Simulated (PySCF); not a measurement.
C₂H₅F₂Sb, SMILES C[CH2][Sb]([F])[F].

Geometry optimised at PBE0-D3(BJ)/def2-SVP. The structure was generated by enumeration; whether it is a known compound was not checked. The def2 effective core potentials stand for the cores of Sb; spin–orbit coupling is left out. One conformer was computed; it need not be the lowest.

All values below come from PBE0-D3(BJ)/def2-SVP (PySCF 2.14.0).

Frequencies are harmonic and unscaled.

Computed normal modes with their intensities:
```csv
mode,ν (cm⁻¹),IR (km/mol),Raman (Å⁴/amu),depolarisation,moving atoms (share of kinetic energy)
1,61,0.5,0.1,0.75,"H 40 %, C 36 %, F 24 %"
2,151,0.0,1.4,0.75,"F 51 %, H 34 %, C 12 %"
3,156,11.0,0.4,0.73,"F 59 %, C 26 %, H 11 %"
4,202,8.7,0.8,0.71,"F 82 %, Sb 8 %"
5,240,0.0,0.0,–,"H 78 %, C 14 %"
6,301,16.1,3.5,0.44,"C 46 %, Sb 23 %, H 17 %, F 14 %"
7,503,13.5,30.4,0.28,"C 69 %, H 23 %, Sb 8 %"
8,625,65.1,4.5,0.75,"F 85 %, Sb 14 %"
9,634,55.4,6.0,0.05,"F 87 %, Sb 13 %"
10,681,10.6,0.4,0.75,"H 79 %, C 20 %"
11,946,1.2,3.0,0.75,"H 91 %, C 9 %"
12,963,14.7,3.3,0.68,"H 83 %, C 17 %"
13,1062,18.2,5.3,0.67,"C 73 %, H 27 %"
14,1219,2.1,25.6,0.30,"H 66 %, C 34 %"
15,1239,0.2,3.1,0.75,"H 77 %, C 23 %"
16,1385,4.5,6.0,0.62,"H 82 %, C 18 %"
17,1426,2.0,10.9,0.73,"H 89 %, C 11 %"
18,1465,10.2,17.1,0.75,H 97 %
19,1481,5.6,11.5,0.71,H 96 %
20,3058,26.5,94.1,0.30,H 97 %
21,3062,10.7,194.8,0.02,H 95 %
22,3122,4.9,93.5,0.75,"H 90 %, C 10 %"
23,3153,6.3,117.0,0.68,"H 91 %, C 9 %"
24,3172,5.0,26.8,0.75,"H 90 %, C 10 %"
```
